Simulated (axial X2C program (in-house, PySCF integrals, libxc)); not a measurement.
What spin–orbit coupling does to BaBr⁺

All values were computed with an axial X2C code built on PySCF integrals. Spin-free means the one-electron spin-free X2C Hamiltonian; two-component (2c) means X2C with spin–orbit coupling and atomic mean-field two-electron Coulomb terms, the Gaunt term switched off, so the difference of the two also holds small scalar two-electron terms. Basis: Ba dyall-v2z [12s13p8d], Br dyall-v2z [7s8p5d] (cores contracted in-house); Gaussian nuclei, density fitting, unrestricted open shells. Masses: Ba 137.905 u, Br 78.918 u.

Spin-free state: M_S = 0, Λ = 0 (closed shell); fragments Ba+ + Br.

```csv
level,Re (Å),ωe (cm⁻¹),De (eV),μ (D)
PBE0,2.772,231.2,4.239,-10.47
HF,2.850,219.2,3.025,-12.53
MP2,2.819,224.2,3.593,n/a
B97-3,2.785,227.2,4.259,-10.67
PW91,2.774,228.2,4.372,-9.78
```

Correlated methods: 16 electrons correlated (number of frozen shells: Ba 4 s, 3 p, 2 d; Br 3 s, 2 p, 1 d), 142 virtual spin orbitals or spinors in MP2.

Dipoles are positive if Br is the positive end and refer to the centre of mass.

Two-component determinant lowest at the distance of the search:

Ω = 0 (closed shell); fragments Ba+ + Br.

```tsv
level	Re (Å)	ωe (cm⁻¹)	De (eV)	μ (D)
PBE0	2.772	231.1	4.100	-10.46
HF	2.850	219.2	2.857	-12.51
MP2	2.819	224.2	3.446	n/a
B97-3	2.785	227.1	4.107	-10.65
PW91	2.774	228.0	4.225	-9.77
```

(1) From the two tables, how do the constants change at the MP2 level (2c against spin-free)?

Occupations by symmetry block were frozen at the best pattern of an incomplete PBE0 search. Closed shells are restricted here (equal orbitals for both partners); the stretched side of such a curve lies too high. Dissociation energies refer to the lowest single-determinant-based atoms at the same level and basis. The functionals have no current-density term, which raises determinants with orbital currents, atoms included.

## Answers

(1) At the MP2 level Re is unchanged within 0.001 Å and ωe doesn't move by more than 0.2 cm⁻¹; De changes by -0.147 eV.
